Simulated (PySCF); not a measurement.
CdCl2, triplet, at a GFN2-xTB geometry (such geometries of metal compounds can be far from the true shape) (a higher spin typed on purpose: for a closed-shell molecule this is an excited state) (all electrons, no relativity); PBE0/3-21G in PySCF.

Here is a job for PySCF.
```python
from pyscf import gto, scf, dft

mol = gto.M(
    atom='''
Cd   -0.747333    0.298517   -0.472689
Cl    1.834772   -0.118843   -0.374323
Cl    0.275346   -0.724029    1.708975
''',
    basis='3-21g',
    charge=0,
    spin=2,
    verbose=4,
)

mf = dft.UKS(mol)
mf.xc = 'pbe0'
mf.diis = False
mf.damp = 0.3
mf.diis_start_cycle = 200
mf.max_cycle = 150
mf.kernel()
```

It wrote (shortened):

```
PySCF version 2.14.0

[INPUT] verbose = 4
[INPUT] num. atoms = 3
[INPUT] num. electrons = 82
[INPUT] charge = 0
[INPUT] spin (= nelec alpha-beta = 2S) = 2
[INPUT] symmetry False subgroup None
[INPUT] Mole.unit = angstrom
[INPUT] Symbol           X                Y                Z      unit          X                Y                Z       unit  Magmom
[INPUT]  1 Cd    -0.747333000000   0.298517000000  -0.472689000000 AA   -1.412254693850   0.564115373527  -0.893252752095 Bohr   0.0
[INPUT]  2 Cl     1.834772000000  -0.118843000000  -0.374323000000 AA    3.467216581020  -0.224580721822  -0.707367952126 Bohr   0.0
[INPUT]  3 Cl     0.275346000000  -0.724029000000   1.708975000000 AA    0.520328529494  -1.368216516243   3.229494703729 Bohr   0.0

nuclear repulsion = 387.184635192134
number of shells = 28
number of NR pGTOs = 135
number of NR cGTOs = 62
basis = 3-21g
ecp = {}

******** <class 'pyscf.dft.uks.UKS'> ********
method = UKS
initial guess = minao
damping factor = 0.3
level_shift factor = 0
DIIS disabled
SCF conv_tol = 1e-09
SCF conv_tol_grad = None
SCF max_cycles = 150
direct_scf = True
direct_scf_tol = 1e-13
number electrons alpha = 42  beta = 40
XC library pyscf.dft.libxc version 7.1.2
    S. Lehtola, C. Steigemann, M. J. T. Oliveira, and M. A. L. Marques,  SoftwareX 7, 1–5 (2018)
XC functionals = pbe0
    C. Adamo and V. Barone,  J. Chem. Phys. 110, 6158 (1999)
    M. Ernzerhof and G. E. Scuseria,  J. Chem. Phys. 110, 5029 (1999)
radial grids:
    Treutler-Ahlrichs [JCP 102, 346 (1995); DOI:10.1063/1.469408] (M4) radial grids

becke partition: Becke, JCP 88, 2547 (1988); DOI:10.1063/1.454033
pruning grids: <function nwchem_prune>
grids dens level: 3
symmetrized grids: False
atomic radii adjust function: <function treutler_atomic_radii_adjust>
small_rho_cutoff = 0
Set gradient conv threshold to 3.16228e-05
tot grids = 60152
init E= -6346.50056010205

cycle= 1 E= -6357.59843599348  delta_E= -11.1  |g|= 0.239  |ddm|= 1.38
cycle= 2 E= -6357.62473834345  delta_E= -0.0263  |g|= 0.0609  |ddm|= 0.379
cycle= 3 E= -6357.6265998966  delta_E= -0.00186  |g|= 0.0163  |ddm|=  0.1
cycle= 4 E= -6357.62679249321  delta_E= -0.000193  |g|= 0.00503  |ddm|= 0.0339
cycle= 5 E= -6357.6268215085  delta_E= -2.9e-05  |g|= 0.00189  |ddm|= 0.0122
cycle= 6 E= -6357.62682770417  delta_E= -6.2e-06  |g|= 0.000833  |ddm|= 0.00577
cycle= 7 E= -6357.62682941083  delta_E= -1.71e-06  |g|= 0.00042  |ddm|= 0.00285
cycle= 8 E= -6357.62682998803  delta_E= -5.77e-07  |g|= 0.000231  |ddm|= 0.00162
cycle= 9 E= -6357.62683021634  delta_E= -2.28e-07  |g|= 0.000139  |ddm|= 0.000989
cycle= 10 E= -6357.6268303162  delta_E= -9.99e-08  |g|= 8.94e-05  |ddm|= 0.000644
cycle= 11 E= -6357.62683036236  delta_E= -4.62e-08  |g|= 5.99e-05  |ddm|= 0.000434
cycle= 12 E= -6357.62683038433  delta_E= -2.2e-08  |g|= 4.11e-05  |ddm|= 0.000298
cycle= 13 E= -6357.62683039489  delta_E= -1.06e-08  |g|= 2.85e-05  |ddm|= 0.000206
cycle= 14 E= -6357.62683039999  delta_E= -5.09e-09  |g|= 1.98e-05  |ddm|= 0.000144
cycle= 15 E= -6357.62683040251  delta_E= -2.52e-09  |g|= 1.39e-05  |ddm|= 0.0001
cycle= 16 E= -6357.6268304037  delta_E= -1.19e-09  |g|= 9.78e-06  |ddm|= 6.98e-05
cycle= 17 E= -6357.62683040428  delta_E= -5.75e-10  |g|= 6.93e-06  |ddm|= 4.88e-05
Extra cycle  E= -6357.62683040468  delta_E= -4.06e-10  |g|= 5e-06  |ddm|= 4.89e-05
converged SCF energy = -6357.62683040468  <S^2> = 2.0028651  2S+1 = 3.0019094
```
